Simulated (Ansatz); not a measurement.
Start from `CS[SiH2][SeH]` and change one atom or group to get `CC[SiH2]SC`.

Ansatz, PBE0-D4/def2-TZVP geometries, multiplicity 1. Each molecule was computed in one conformer, which needn't be the lowest.

Scalar relativity is left out up to krypton.

| property | `CS[SiH2][SeH]` |
| --- | --- |
| HOMO–LUMO gap (B3LYP/def2-TZVPP) / eV | 6.26 |
| HOMO–LUMO gap (PBE0/def2-TZVPP) / eV | 6.73 |
| size of the dipole moment (PBE/def2-TZVPP) / D | 1.63 |
| HOMO energy (PBE/def2-TZVPP) / eV | -5.85 |
| LUMO energy (ωB97M-V/def2-TZVPP) / eV | 1.58 |
| size of the dipole moment (B3LYP/def2-TZVPP) / D | 1.63 |

Question: Give the same properties after the change, and the shifts. (Best estimate.)

Answer: The calculation gave: 
| property | `CC[SiH2]SC` | shift |
| --- | --- | --- |
| HOMO–LUMO gap (B3LYP/def2-TZVPP) / eV | 6.76 | 0.50 |
| HOMO–LUMO gap (PBE0/def2-TZVPP) / eV | 7.25 | 0.52 |
| size of the dipole moment (PBE/def2-TZVPP) / D | 1.87 | 0.24 |
| HOMO energy (PBE/def2-TZVPP) / eV | -5.58 | 0.27 |
| LUMO energy (ωB97M-V/def2-TZVPP) / eV | 2.14 | 0.56 |
| size of the dipole moment (B3LYP/def2-TZVPP) / D | 1.87 | 0.24 |

With PBE0 the HOMO rises by 0.23 eV and the LUMO rises by 0.76 eV, so the gap widens by about 0.53 eV. PBE moves the HOMO by 0.27 eV and ωB97M-V by 0.17 eV. Dipoles are sizes alone; their direction can turn.

B3LYP here is the variant with VWN-RPA as its local correlation; programs differ in this.

Spin–orbit coupling is left out; it splits and shifts lone-pair levels of the heavy atoms by tenths of an eV.
